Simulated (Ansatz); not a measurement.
Consider the formal exchange of groups at the Se–Si bond: `O[SiH2][Se][SiH3]` + `BCl` → `[SiH3][Se]BCl` + `O[SiH3]`.

Gas-phase electronic energies from Ansatz, PBE0-D4/def2-TZVP geometries. CCSD(T)/CBS is the MP2 limit (def2-TZVPP, def2-QZVPP) plus CCSD(T) − MP2 in def2-TZVPP, frozen cores. This one scheme is used for every species. DFT in def2-TZVPP. B3LYP here is the variant with VWN-RPA as its local correlation; programs differ in this. For Se outer-core shells are correlated without core-valence functions, which leaves a few kJ/mol of doubt a bond. Scalar relativity is left out up to krypton. Each species was taken in one conformer, which may not be the lowest.

```tsv
level	ΔE (kJ/mol)	difference from CCSD(T)/CBS
PBE-D4	-2.1	-3.5
PBE0-D4	1.7	0.3
B3LYP-D4	1.2	-0.2
ωB97X-V	3.0	1.6
ωB97M-V	4.4	3.0
B2PLYP	-1.7	-3.1
r2SCAN	-0.9	-2.3
PBE0	-0.2	-1.6
HF/def2-TZVPP	7.5	6.1
MP2/def2-TZVPP	-2.5	-3.9
SCS-MP2/def2-TZVPP	-2.1	-3.5
CCSD/def2-TZVPP	-0.8	-2.2
HF/def2-QZVPP	8.0	6.6
MP2/def2-QZVPP	-0.1	-1.5
SCS-MP2/def2-QZVPP	0.2	-1.2
MP2/CBS(def2)	1.3	-0.1
CCSD(T)/CBS	1.4	0
```

Largest T1 diagnostic among the species: 0.012.

In def2-TZVPP, CCSD(T) changes the Hartree–Fock value by −10.0 kJ/mol (the triples alone add −1.7 kJ/mol) and MP2 by −10.0 kJ/mol. From PBE to PBE0 (25 % exact exchange), in def2-TZVPP and without D4, ΔE moves by +4.0 kJ/mol.
